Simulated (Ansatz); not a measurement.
Ansatz (an electronic-structure program) input (B3LYP-D3(BJ)/def2-TZVP):

Ansatz 0.2 input:
```yaml
crystal:
  periodic: [false, false, false]
  atoms:
    - {symbol: N, position_ang: [0.08476559, -0.03678161, -0.75141130]}
    - {symbol: S, position_ang: [-0.03267057, 0.00893232, 0.70646934]}
basis:
  gaussian:
    orbitals: def2-TZVP
hamiltonian:
  xc: b3lyp
  dispersion: d3bj
magnetization: {spin_polarized: true, initial_magnetization: 1}
relax: {f_tol: 0.002, max_steps: 150}
```

End of the output:

```
mean field: 0.17 GiB planned
mean field evaluation 1: about -12316.6536 eV, gradient 4.3e1 eV
mean field evaluation 2: about -12278.8123 eV, gradient 9.0e1 eV
mean field evaluation 4: about -12324.4495 eV, gradient 3.0e0 eV
mean field evaluation 8: about -12324.5136 eV, gradient 1.1e-1 eV
mean field evaluation 16: about -12324.5138 eV, gradient 1.2e-4 eV
mean field -12324.51376462 eV, -452.9175269943 hartree, gradient 1.6e-5 eV, S^2 0.756224; 0 other end points of the search recorded, 0 dependent functions left out
the calculation of the forces begins
reference -12324.51392434 eV, -452.9175328639 hartree; 12, 11 occupied and 56, 57 virtual orbitals, 426 factors
relax step   1: F+E_penalty+E_count = -12324.55283815 eV  Δ(F+E_penalty+E_count) = +0.000e0 eV  max|allowed force component| = 1.748e0 eV/Å  Δτ_max = 0.0000 Å  (34 SCF iters, accepted)
these checks for a lower state are left out or cut short: starts, cluster_reference, orbital_swaps, neighbouring_geometries, increment
integrals: 0.01 GiB planned
426 factors; their error is unknown
mean field: 0.17 GiB planned
mean field -12324.53143267 eV, -452.9181762833 hartree, gradient 2.2e-5 eV, S^2 0.756501; 0 other end points of the search recorded, 0 dependent functions left out
the calculation of the forces begins
reference -12324.53159263 eV, -452.9181821617 hartree; 12, 11 occupied and 56, 57 virtual orbitals, 426 factors
relax step   2: F+E_penalty+E_count = -12324.57050038 eV  Δ(F+E_penalty+E_count) = -1.766e-2 eV  max|allowed force component| = 8.885e-1 eV/Å  Δτ_max = 0.0067 Å  (39 SCF iters, accepted)
these checks for a lower state are left out or cut short: starts, cluster_reference, orbital_swaps, neighbouring_geometries, increment
integrals: 0.01 GiB planned
426 factors; their error is unknown
mean field: 0.17 GiB planned
mean field evaluation 32: about -12324.5380 eV, gradient 2.8e-5 eV
mean field -12324.53803919 eV, -452.9184190684 hartree, gradient 2.3e-5 eV, S^2 0.756842; 0 other end points of the search recorded, 0 dependent functions left out
the calculation of the forces begins
reference -12324.53819939 eV, -452.9184249555 hartree; 12, 11 occupied and 56, 57 virtual orbitals, 426 factors
relax step   3: F+E_penalty+E_count = -12324.57710043 eV  Δ(F+E_penalty+E_count) = -6.600e-3 eV  max|allowed force component| = 5.220e-2 eV/Å  Δτ_max = 0.0071 Å  (39 SCF iters, accepted)
these checks for a lower state are left out or cut short: starts, cluster_reference, orbital_swaps, neighbouring_geometries, increment
integrals: 0.01 GiB planned
426 factors; their error is unknown
mean field: 0.17 GiB planned
mean field -12324.53806383 eV, -452.9184199738 hartree, gradient 6.1e-5 eV, S^2 0.756866; 0 other end points of the search recorded, 0 dependent functions left out
the calculation of the forces begins
reference -12324.53822404 eV, -452.9184258614 hartree; 12, 11 occupied and 56, 57 virtual orbitals, 426 factors
relax step   4: F+E_penalty+E_count = -12324.57712463 eV  Δ(F+E_penalty+E_count) = -2.420e-5 eV  max|allowed force component| = 2.656e-4 eV/Å  Δτ_max = 0.0005 Å  (28 SCF iters, accepted)
integrals: 0.01 GiB planned
426 factors; their error is unknown
mean field: 0.17 GiB planned
mean field -12324.53806383 eV, -452.9184199738 hartree, gradient 6.1e-5 eV, S^2 0.756866; 1 other end points of the search recorded, 0 dependent functions left out
the calculation of the forces begins
reference -12324.53822404 eV, -452.9184258614 hartree; 12, 11 occupied and 56, 57 virtual orbitals, 426 factors
Total energy: -12324.57728484 eV, -452.9198613194 hartree
Atom 0 at     0.085909    -0.037227    -0.765604 Å, force    -0.000021     0.000008     0.000266 eV/Å
Atom 1 at    -0.033814     0.009377     0.720662 Å, force     0.000021    -0.000008    -0.000266 eV/Å
Dipole moment:    -0.031372     0.012212     0.389455 e Å
```
